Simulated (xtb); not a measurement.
xtb input (GFN2-xTB):

```bash
xtb mol.xyz --gfn 2 --ohess tight --chrg -1 --uhf 0
```
mol.xyz:
```
4

C      0.66764085    -0.11417556    -0.07177763
C     -0.55917499     0.08731241     0.05962557
O     -1.83748156     0.21374646     0.16281081
H      1.73444306    -0.20906611    -0.15774960
```

End of the output:

```
optimized geometry written to: xtbopt.xyz

           -------------------------------------------------
          | TOTAL ENERGY               -8.969351959842 Eh   |
          | TOTAL ENTHALPY             -8.946006024967 Eh   |
          | TOTAL FREE ENERGY          -8.973107118038 Eh   |
          | GRADIENT NORM               0.000134525381 Eh/α |
          | HOMO-LUMO GAP               5.889764572936 eV   |
           -------------------------------------------------

------------------------------------------------------------------------
------------------------------------------------------------------------
 total:
 SCF:
 ANC optimizer:
 analytical hessian:
```

It need not be the lowest isomer of its formula. Whether it binds its extra electron was not tested at this geometry.
